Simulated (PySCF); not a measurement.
Atom-mapped SMILES (the numbers label the heavy atoms): `[SiH3:1][NH:2][c:3]1[cH:4][c:5]2[s:6][cH:7][cH:8][c:9]2[s:10]1`. Each H is labelled by its parent atom.

Geometry: PBE0-D3(BJ)/def2-SVP; GIAO shifts from PySCF, gas phase, non-relativistic, averaged over equivalent atoms.

At PBE0/pcSseg-1 (226 basis functions, 2 min wall time on 1 thread of an Intel Xeon, shared host):
```csv
atoms,δ (ppm)
Si1,-56.9
N2,61.9
C3,162.4
C5,145.0
C9,130.6
C7,127.4
C8,123.7
C4,100.5
S6,173.7
S10,144.7
H(C8),7.05
H(C7),6.82
H(C4),6.21
H(Si1),4.81
H(N2),3.14
```

Scale: 29Si (351.99 ppm) and 13C (184.41 ppm) and 1H (31.27 ppm) vs TMS; NH3 for 15N (265.67 ppm); 33S (495.66 ppm) against CS2 (reference shieldings calculated alike).

**Question.** Predict the values at wB97X-D/pcSseg-1 on the same geometry.

**Answer.** 
| atoms | δ at wB97X-D/pcSseg-1 | change |
| --- | --- | --- |
| Si1 | -55.5 | +1.4 |
| N2 | 57.4 | -4.5 |
| C3 | 165.7 | +3.3 |
| C5 | 148.1 | +3.1 |
| C9 | 131.9 | +1.3 |
| C7 | 130.2 | +2.8 |
| C8 | 125.3 | +1.6 |
| C4 | 100.4 | -0.1 |
| S6 | 174.8 | +1.1 |
| S10 | 146.7 | +2.0 |
| H(C8) | 7.07 | +0.02 |
| H(C7) | 6.87 | +0.05 |
| H(C4) | 6.19 | -0.02 |
| H(Si1) | 4.72 | -0.09 |
| H(N2) | 3.06 | -0.08 |

Shifts are taken against calculated references (same method and geometry level): 29Si (σref 352.93) and 13C (σref 184.54) and 1H (σref 31.38) vs TMS; NH3 for 15N (σref 263.98); CS2 for 33S (σref 493.71).

The largest change is at N2 (aniline-type nitrogen). Cost: 226 basis functions, 2.7 min wall time on 1 thread of an Intel Xeon, shared host. The order of the carbon signals is the same at both levels.

Experimental scales use liquid or dissolved standards, which lie at an offset from isolated NH3 (liquid NH3: subtract about 20 ppm).
